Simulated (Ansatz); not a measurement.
CH$_{4}$BrClGe, SMILES `Cl[CH]([GeH3])Br`, 8 atoms. The species carries charge 0 and has multiplicity 1. Correlated methods include outer-core shells of Br, Ge, which these sets cover unevenly. Scalar relativity is left out up to krypton. All runs use 4 threads of a server CPU on a shared host. Correlated methods freeze the cores.

(1) How many basis functions does each run have, and how long does it take in Ansatz? RKS PBE-D4/def2-TZVPP energy and forces; RKS ωB97M-V/def2-TZVPP energy and forces; RKS ωB97M-V/def2-SVP energy; RHF-MP2/def2-QZVPP energy; RHF-CCSD(T)/def2-SVP energy; RKS PBE0-D4/def2-QZVPP energy; RKS LC-ωPBE/def2-TZVPP energy; RKS r2SCAN0-D4/def2-TZVPP energy; RKS ωB97M-V/def2-QZVPP energy; RHF-CCSD(T)/def2-TZVPP energy; RKS PBE0-D4/def2-TZVP relaxation (5 steps); RKS PBE0-D4/def2-SVP energy. (Best estimate.)

Answers

(1) Ansatz gave: Other jobs shared the machine, so times are rough.

| level | job | functions | wall time | peak host memory (GiB) |
| --- | --- | --- | --- | --- |
| RKS PBE0-D4/def2-SVP | energy | 116 | 1.6 s | 0.31 |
| RKS PBE-D4/def2-TZVPP | energy and forces | 225 | 2.5 s | 0.34 |
| RKS LC-ωPBE/def2-TZVPP | energy | 225 | 2.8 s | 0.49 |
| RKS r2SCAN0-D4/def2-TZVPP | energy | 225 | 4.9 s | 0.87 |
| RKS ωB97M-V/def2-SVP | energy | 116 | 5.5 s | 0.43 |
| RHF-CCSD(T)/def2-SVP | energy | 116 | 7.5 s | 0.58 |
| RKS ωB97M-V/def2-TZVPP | energy and forces | 225 | 11 s | 1 |
| RKS PBE0-D4/def2-QZVPP | energy | 425 | 11 s | 2 |
| RKS ωB97M-V/def2-QZVPP | energy | 425 | 20 s | 2.3 |
| RHF-MP2/def2-QZVPP | energy | 425 | 24 s | 2.4 |
| RKS PBE0-D4/def2-TZVP | relaxation (5 steps) | 188 | 24 s | 0.67 |
| RHF-CCSD(T)/def2-TZVPP | energy | 225 | 110 s | 3.7 |

LC-ωPBE has ω = 0.4 bohr⁻¹.
